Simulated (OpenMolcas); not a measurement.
## Ar V: the spin-orbit constant, Slater's ratio, worked from levels

```json
{
  "Program": "OpenMolcas 26.06",
  "Basis": "ANO-RCC-VQZP [6s5p3d2f1g]",
  "Scalar Hamiltonian": "DKH2, point nucleus",
  "Active space": "2 electrons in 3 orbitals (3p)",
  "State averaging": "2S+1 = 3 even, 3 roots; 2S+1 = 1 even, 6 roots",
  "Spin-orbit coupling": "state interaction with AMFI integrals over the reference wave functions, term energies averaged over their components"
}
```

Methods: CASSCF; SS-CASPT2, IPEA 0.25 Eh, imaginary shift 0.1 Eh (closed shells correlated: 2s 2p 3s). Measured levels: Saloman, J. Phys. Chem. Ref. Data 39, 033101 (2010).

**The spin-orbit constant.** For the Hund term 3P of p2, E(J) = (A/2) J(J+1) + constant and ζ = 2S·A = 2A. From J = 0 to J = 2 the energy changes by 3 A.

```json
{"Source": "CASSCF", "E(2) - E(0)": "1889.6", "A": "629.9", "ζ": "1260"}
{"Source": "SS-CASPT2", "E(2) - E(0)": "1893.5", "A": "631.2", "ζ": "1262"}
{"Source": "measured", "E(2) - E(0)": "2028.8", "A": "676.3", "ζ": "1353"}
```

All in cm-1. SS-CASPT2 is off by -6.7 % and CASSCF by -6.9 %. Both methods take the spin-orbit matrix elements from the reference wave functions, so the second can move ζ only through the term energies and any multistate remixing. Second-order mixing with other terms is absorbed into this ζ.

**Slater's ratio.** With one set of orbitals, p2 has 1D - 3P = 6 F2 and 1S - 1D = 9 F2 (F2 = F²/25), a ratio of 3/2. Term energies are centres of gravity, weighted by 2J + 1.

```
   Source  1D - 3P  1S - 3P  F2 from the first  Ratio
   CASSCF    18247    45335               3041  1.485
SS-CASPT2    14709    36769               2452  1.500
 measured    14917    36531               2486  1.449
```

Energies in cm-1. A ratio away from 3/2 shows effects beyond one configuration with one set of orbitals, and in heavier atoms second-order spin-orbit shifts.

CASPT2 breaks the degeneracy within a term, and the mean is taken; among the terms shown or strongly mixed into the levels shown the widest spread is 110 cm-1 (3s2 3p2 1D, SS-CASPT2). With the s shell closed, the reference lacks s² → p² mixing. Measured partners are found by configuration, term and J. A level has none where our copy of the source lacks it or the pairing is in doubt (some pairs that miss far off the trend of their configuration count as doubtful), and it then counts in no deviation. Levels of configurations outside the active space are missing.
